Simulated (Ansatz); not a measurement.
The cluster ZnBr2, relaxed as a singlet with RKS PBE0-D4/def2-TZVP in Ansatz, starting from the GFN1-xTB geometry. Force threshold 0.02 eV/Å.

The structure comes from a short search, and lower isomers may exist.

Start:

```xyz
3

Zn    0.001   -0.001    0.001
Br   -1.181   -1.902    0.344
Br    1.180    1.903   -0.345
```

```
step   energy (eV)  largest force component (eV/Å)  SCF passes
   1  -188492.9154                           0.510          16
   2  -188492.9368                           0.078          26
   3  -188492.9372                           0.003          26
```

Force components are those of the run's own axes.

End:

```xyz
3

Zn    0.0004   -0.0002    0.0004
Br   -1.1593   -1.8683    0.3379
Br    1.1589    1.8685   -0.3383
```

By distances, no bond broke or formed. The bond that changes most is Zn1–Br3, from 2.27 to 2.22 Å (atoms count from 1).

No frequencies were taken in this run, so the end may be a saddle point.

It took 5.5 s on 4 threads of Arm Neoverse V2 on a shared host.
